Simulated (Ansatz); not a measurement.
`S/C=C/c1ccc(/C=C/c2ccc(/C=C/c3ccc(S)cc3)cc2)cc1` with charge -1. Total charge -1; doublet. Geometry PBE-D4/def2-SVP, that of the neutral singlet; atoms count from 1.

Cartesian coordinates in Å:
```
S 8.373 -7.417 1.025
C 7.188 -6.123 1.170
C 6.188 -5.936 0.268
C 5.190 -4.871 0.286
C 5.187 -3.804 1.220
C 4.196 -2.825 1.193
C 3.148 -2.845 0.235
C 2.134 -1.799 0.262
C 1.019 -1.723 -0.522
C 0.002 -0.681 -0.506
C -1.130 -0.805 -1.351
C -2.132 0.164 -1.374
C -2.063 1.321 -0.558
C -3.133 2.307 -0.629
C -3.214 3.486 0.052
C -4.288 4.470 -0.024
C -5.446 4.308 -0.828
C -6.447 5.277 -0.872
C -6.336 6.461 -0.107
S -7.564 7.739 -0.108
C -5.192 6.641 0.700
C -4.196 5.663 0.736
C -0.928 1.446 0.290
C 0.070 0.479 0.315
C 3.160 -3.905 -0.708
C 4.151 -4.883 -0.682
H 8.957 -7.224 2.238
H 7.317 -5.451 2.032
H 6.096 -6.655 -0.565
H 5.980 -3.736 1.980
H 4.221 -2.010 1.934
H 2.307 -1.008 1.011
H 0.834 -2.530 -1.251
H -1.214 -1.691 -2.000
H -2.999 0.036 -2.042
H -3.950 2.043 -1.322
H -2.393 3.757 0.738
H -5.568 3.399 -1.436
H -7.331 5.115 -1.508
H -8.414 7.133 -0.982
H -5.085 7.555 1.304
H -3.311 5.822 1.372
H -0.831 2.326 0.943
H 0.932 0.622 0.983
H 2.380 -3.958 -1.482
H 4.133 -5.692 -1.429
```

Single mean-field runs in def2-TZVP are fitted with def2-universal-jkfit.

Question: Estimate the Mulliken populations of the heavy atoms from the PBE0/def2-TZVP orbitals of Ansatz.

Answer: 
| atom | charge (e) | spin (α − β) |
| --- | --- | --- |
| S1 | -0.20 | 0.02 |
| C2 | -0.07 | 0.16 |
| C3 | -0.28 | -0.07 |
| C4 | 0.27 | 0.13 |
| C5 | -0.24 | -0.01 |
| C6 | -0.20 | 0.04 |
| C7 | 0.28 | 0.01 |
| C8 | -0.24 | 0.13 |
| C9 | -0.22 | 0.05 |
| C10 | 0.29 | 0.07 |
| C11 | -0.23 | 0.04 |
| C12 | -0.22 | 0.01 |
| C13 | 0.29 | 0.10 |
| C14 | -0.22 | -0.01 |
| C15 | -0.23 | 0.16 |
| C16 | 0.29 | -0.02 |
| C17 | -0.25 | 0.09 |
| C18 | -0.20 | -0.05 |
| C19 | 0.17 | 0.10 |
| S20 | -0.23 | 0.01 |
| C21 | -0.18 | -0.04 |
| C22 | -0.22 | 0.06 |
| C23 | -0.23 | 0.01 |
| C24 | -0.23 | 0.03 |
| C25 | -0.24 | 0.10 |
| C26 | -0.20 | -0.05 |
Mulliken values depend strongly on the basis.

Question: Where does the spin sit?

Answer: Summed by element: S 0.03, C 1.02, H -0.05, of 1 unpaired in all. Largest on single atoms: C15 0.16, C2 0.16, C8 0.13.

Question: And the Mayer bond orders between heavy atoms (over 0.3)?

Answer: S1–C2 1.12 (1.76 Å); C2–C3 1.78 (1.36 Å); C3–C4 1.10 (1.46 Å); C4–C5 1.25 (1.42 Å); C4–C26 1.25 (1.42 Å); C5–C6 1.53 (1.39 Å); C6–C7 1.25 (1.42 Å); C7–C8 1.13 (1.46 Å); C7–C25 1.26 (1.42 Å); C8–C9 1.59 (1.37 Å); C9–C10 1.16 (1.46 Å); C10–C11 1.23 (1.42 Å); C10–C24 1.23 (1.42 Å); C11–C12 1.51 (1.39 Å); C12–C13 1.23 (1.42 Å); C13–C14 1.16 (1.46 Å); C13–C23 1.23 (1.42 Å); C14–C15 1.61 (1.36 Å); C15–C16 1.09 (1.46 Å); C16–C17 1.29 (1.42 Å); C16–C22 1.29 (1.42 Å); C17–C18 1.51 (1.39 Å); C18–C19 1.31 (1.41 Å); C19–S20 1.02 (1.77 Å); C19–C21 1.32 (1.41 Å); C21–C22 1.49 (1.40 Å); C23–C24 1.56 (1.39 Å); C25–C26 1.51 (1.39 Å).
